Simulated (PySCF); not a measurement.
Species: BH6NSSi.
Z-matrix (Å and degrees, PBE0-D3(BJ)/def2-SVP geometry), rows numbered from 1:
```
N 
B   1  1.3913
S   2  1.8290  1  119.58
Si  3  2.1468  2   98.68  1  -178.83
H   1  1.0123  2  123.70  3     0.41
H   1  1.0108  2  122.13  3   179.92
H   2  1.2095  1  119.61  3  -179.95
H   4  1.4916  3  106.41  2  -178.93
H   4  1.4928  3  111.38  2   -59.76
H   4  1.4931  3  111.48  2    62.02
```

Theory: PBE0-D3(BJ)/def2-SVP geometry optimisation, gas phase (PySCF 2.14.0).

Take the most abundant isotopes and a rigid rotor. The values belong to one conformer with, in the numbering `[NH2:1][BH:2][S:3][SiH3:4]`, N1–B2–S3–Si4 -179°.

(1) Give the principal moments of inertia and the rotational constants in GHz.

(2) What kind of rotor is it?

(3) What does the inertial defect say?

(4) Give the coordinates in the principal-axis frame, origin at the centre of mass.

(5) Which types of transition are allowed, and where do some lines up to J = 5 fall?

Answers

(1) Ia = 39.67, Ib = 239.14, Ic = 272.86 u·Å²; 505379 MHz·u·Å²/I gives 12738, 2113 and 1852 MHz, that is A = 12.738, B = 2.1133, C = 1.8522 GHz.

(2) A near-prolate asymmetric top. Ray's parameter κ = (2B − A − C)/(A − C) = -0.952; −1 is the prolate and +1 the oblate limit.

(3) Not planar: Δ = Ic − Ia − Ib = -5.95 u·Å². For a rigid frame Δ = −2 Σ m c², so Σ m c² = 2.98 u·Å² lies off the ab plane, practically all of it from hydrogen. The atom farthest from that plane is 1.23 Å away.

(4) The sense of each axis is arbitrary; atoms in the order of the calculation.
```tsv
atom	mass (u)	a (Å)	b (Å)	c (Å)
N1	14.003	2.581	0.304	-0.007
B2	11.009	1.218	0.587	0.011
S3	31.972	0.011	-0.787	0.003
Si4	27.977	-1.797	0.372	-0.003
H5	1.008	2.959	-0.635	-0.032
H6	1.008	3.281	1.033	-0.005
H7	1.008	0.847	1.738	0.032
H8	1.008	-2.924	-0.606	0.016
H9	1.008	-1.883	1.252	1.199
H10	1.008	-1.900	1.218	-1.229
```

(5) The dipole components are |μa| = 2.08 D, |μb| = 0.68 D, |μc| = 0.03 D. Intensities carry the squares of the components, which stand as 1.00 : 0.11 : 0.00 (a : b : c). Some lines, for components of 0.1 D or more:

| type | branch | J(Ka,Kc) | MHz | lower level (cm⁻¹) |
| --- | --- | --- | --- | --- |
| a | Q | 4(1,3) ← 4(1,4) | 2611 | 1.638 |
| a | R | 2(1,2) ← 1(1,1) | 7670 | 0.487 |
| a | R | 2(1,1) ← 1(1,0) | 8192 | 0.495 |
| b | R | 5(0,5) ← 4(1,4) | 10224 | 1.638 |
| b | Q | 2(1,1) ← 2(0,2) | 11152 | 0.397 |
| a | R | 3(2,2) ← 2(2,1) | 11896 | 1.832 |
| b | R | 1(1,1) ← 0(0,0) | 14590 | 0.000 |
| a | R | 5(2,4) ← 4(2,3) | 19817 | 2.758 |
| a | R | 5(4,1) ← 4(4,0) | 19838 | 7.063 |
| a | R | 5(3,3) ← 4(3,2) | 19843 | 4.552 |
| b | Q | 5(2,3) ← 5(1,4) | 30493 | 2.407 |
| b | Q | 2(2,0) ← 2(1,1) | 31880 | 0.769 |
| b | Q | 4(2,3) ← 4(1,4) | 33581 | 1.638 |
| b | R | 4(2,2) ← 3(1,3) | 48983 | 1.126 |
| b | R | 5(2,4) ← 4(1,3) | 50787 | 1.725 |
| b | Q | 3(3,0) ← 3(2,1) | 53757 | 2.230 |
| b | Q | 5(4,2) ← 5(3,3) | 75275 | 5.214 |
| b | R | 5(5,0) ← 4(4,1) | 116628 | 7.063 |

Stationary, but not proved a minimum. No vibrational averaging or centrifugal distortion is included, and the geometry carries the error of its method. A rigid rotor knows nothing of internal rotation, which can split or shift real lines. Quadrupole hyperfine structure (11B, 14N) is left out.
